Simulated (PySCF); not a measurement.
C6H4N2, SMILES n1cncc(C#C)c1. Geometry: PBE-D3(BJ)/def2-SVP.

**Question.** Give the equilibrium geometry at PBE-D3(BJ)/def2-SVP (PySCF confirms it by a frequency run) as bond lengths and angles, and its point group. (The exact figures need the calculation; the answer reports its results.)

**Answer.** point group C2v.
Atoms: C1 C2 C3 C4 N5 C6 N7 C8 H9 H10 H11 H12. Bond lengths (Å): C1–C2 1.226, C1–H9 1.081, C2–C3 1.424, C3–C4 1.418, C3–C8 1.418, C4–N5 1.336, C4–H10 1.104, N5–C6 1.343, C6–N7 1.343, C6–H11 1.105, N7–C8 1.336, C8–H12 1.104. Bond angles (°): C2–C1–H9 180.0, C1–C2–C3 180.0, C2–C3–C4 122.3, C2–C3–C8 122.3, C4–C3–C8 115.3, C3–C4–N5 122.5, C3–C4–H10 119.9, N5–C4–H10 117.6, C4–N5–C6 116.5, N5–C6–N7 126.8, N5–C6–H11 116.6, N7–C6–H11 116.6, C6–N7–C8 116.5, C3–C8–N7 122.5, C3–C8–H12 119.9, N7–C8–H12 117.6.
Charge 0, spin multiplicity 1.
